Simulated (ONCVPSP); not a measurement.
**bismuth (Bi): ONCV pseudisation with PBE, scalar-relativistic reference atom.**

ONCVPSP 4.0.1 was run on this input:

```
# ATOM AND REFERENCE CONFIGURATION
# atsym  z   nc   nv     iexc    psfile
  Bi 83.00   12    3        4      upf
#
#   n    l    f
    1    0    2.00
    2    0    2.00
    2    1    6.00
    3    0    2.00
    3    1    6.00
    3    2   10.00
    4    0    2.00
    4    1    6.00
    4    2   10.00
    4    3   14.00
    5    0    2.00
    5    1    6.00
    5    2   10.00
    6    0    2.00
    6    1    2.00
#
# PSEUDOPOTENTIAL AND OPTIMIZATION
# lmax
    2
#
#   l,   rc,      ep,       ncon, nbas, qcut
    0    1.45    0.00    4    8    4.20
    1    1.00    0.00    4    7    6.80
    2    1.75    0.00    5   10   10.30
#
# LOCAL POTENTIAL
# lloc, lpopt,  rc(5),   dvloc0
    4    4    0.75    0.00
#
# VANDERBILT-KLEINMAN-BYLANDER PROJECTORs
# l, nproj, debl
    0    3    3.40
    1    1    1.80
    2    3    3.80
#
# MODEL CORE CHARGE
# icmod, fcfact, rcfact
    0    0.00    0.00
#
# LOG DERIVATIVE ANALYSIS
# epsh1, epsh2, depsh
   -3.00    5.00    0.02
#
# OUTPUT GRID
# rlmax, drl
    6.00    0.01
#
# TEST CONFIGURATIONS
# ncnf
    4
# nvcnf
#   n    l    f
    3
    5    2   10.00
    6    0    2.00
    6    1    3.00
#
    3
    5    2   10.00
    6    0    2.00
    6    1    1.00
#
    3
    5    2   10.00
    6    0    2.00
    6    1    0.00
#
    3
    5    2   10.00
    6    0    0.00
    6    1    5.00
#
```

Command:

```bash
oncvpsp.x < Bi.dat > Bi.out
```

Output (shortened: citation, most of the input echo, consistency checks and plot data are left out):

```
ONCVPSP  (Optimized Norm-Conservinng Vanderbilt PSeudopotential)
scalar-relativistic version 4.0.1

#   n    l    f        energy (Ha)
    1    0    2.00    -3.3330554E+03
    2    0    2.00    -5.9909457E+02
    2    1    6.00    -5.1238174E+02
    3    0    2.00    -1.4484215E+02
    3    1    6.00    -1.2007609E+02
    3    2   10.00    -9.5241801E+01
    4    0    2.00    -3.3477326E+01
    4    1    6.00    -2.5365157E+01
    4    2   10.00    -1.6104200E+01
    4    3   14.00    -5.9074101E+00
    5    0    2.00    -6.0979191E+00
    5    1    6.00    -3.8219456E+00
    5    2   10.00    -1.2932538E+00
    6    0    2.00    -8.1253368E-01
    6    1    2.00    -4.2038539E-01

Reference configufation results
  iterations    23
  all-electron total energy (Ha)   -2.15304800D+04

Begin loop to  construct optimized pseudo wave functions
and semi-local pseudopoentials for all angular momenta

   Wellstate for l =  0  n =  8
     eigenvalue =   2.5875
     asymptotic potential =   3.0875
     half-point radius =  3.1650

   Wellstate for l =  0  n =  9
     eigenvalue =   5.9875
     asymptotic potential =   6.4875
     half-point radius =  2.9697

Calculating optimized projector #   1

 for l=   0

    Fraction of norm inside rc  0.144149
    Optimizing pswf for qcut=   4.20 a_B^-1,  ecut=   8.83 Ha

optimize: ERROR ps0norm > uunorm, code will stop
```

The run stopped because the continuity conditions at rc already need more norm inside rc than the all-electron wave has, so norm conservation cannot be met.

The run took about 0.41 s on one core of a shared server CPU.
